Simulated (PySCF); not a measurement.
C3H7FOSi, SMILES C[SiH2]O/C=C\F.

Geometry optimised at B3LYP-D3(BJ)/def2-SVP. The structure was generated by enumeration; whether it is a known compound was not checked. The values are those of a single conformer.

These are SMD-M06-2X/def2-SVP in PySCF values and carry that method's errors.

Solvation free energies are E(SMD) − E(gas) at the gas-phase geometry, for 1 M in both phases. In vacuum the dipole moment is 2.14 D.

Task: Estimate the solvation free energies in water, diethylether, methanol. (Estimate from the structure and the level; the computed values follow.)

Result: 
```csv
solvent,ΔG(solv) (kcal/mol),its non-electrostatic (CDS) part,dipole (D)
water,0.1,5.7,2.77
diethylether,-3.2,0.0,2.50
methanol,-3.3,2.0,2.75
```
